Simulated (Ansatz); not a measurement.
**A ladder of methods for C3H10OSi (trimethylsilanol)**

The species is C3H10OSi (15 atoms), meant as a singlet with charge 0. As SMILES, `C[Si](C)(C)O`. The coordinates come from a PBE0-D4/def2-TZVP relaxation. This is one conformer, not always the lowest.

```tsv
atom	x (Å)	y (Å)	z (Å)
C	-1.7599	0.1911	0.0715
Si	0.0899	0.2010	-0.2047
C	0.9599	0.3703	1.4423
C	0.6393	-1.3395	-1.0932
O	0.5162	1.4481	-1.2134
H	-2.0960	1.1060	0.5683
H	-2.0575	-0.6517	0.7020
H	-2.2967	0.1078	-0.8769
H	0.6646	1.2881	1.9593
H	2.0448	0.3934	1.3113
H	0.7182	-0.4687	2.1013
H	0.4051	-2.2344	-0.5106
H	1.7177	-1.3227	-1.2689
H	0.1422	-1.4270	-2.0624
H	0.3121	2.3381	-0.9259
```

Each level gives the electronic atomisation energy (eV). The values are calculated. Electronic energies at fixed atoms, without zero-point motion or spin-orbit coupling.

```csv
level,kind,program,value (eV),less CCSD(T)/6-31G*,CPU time (all runs)
SVWN5/6-31G* (spherical functions),LDA,Ansatz,66.86,+12.86,8.5 s
PBE/6-31G* (spherical functions),GGA,Ansatz,59.73,+5.73,14 s
B2PLYP/6-31G* (spherical functions),double hybrid,Ansatz,57.43,+3.43,19 s
RPA@PBE/6-31G* (spherical functions),RPA,Ansatz,52.87,-1.13,23 s
RPA@PBE0/6-31G* (spherical functions),RPA,Ansatz,53.49,-0.51,25 s
MP2/6-31G* (spherical functions),perturbation theory,Ansatz,54.47,+0.47,5.5 s
CCSD(T)/6-31G* (spherical functions),coupled cluster or CI,Ansatz,54.00,0.00,46 s
CCSD/6-31G* (spherical functions),coupled cluster or CI,Ansatz,53.67,-0.33,32 s
```

Differences are taken from CCSD(T)/6-31G* (spherical functions) for orientation; it has basis-set and higher-order errors of its own. Correlated wave functions underbind in double-zeta sets. The values span 52.87 to 66.86 eV. In so small a basis fixed costs decide the times, and correlated methods can beat functionals. CPU times are rough (shared hosts, several kinds of processor and program).
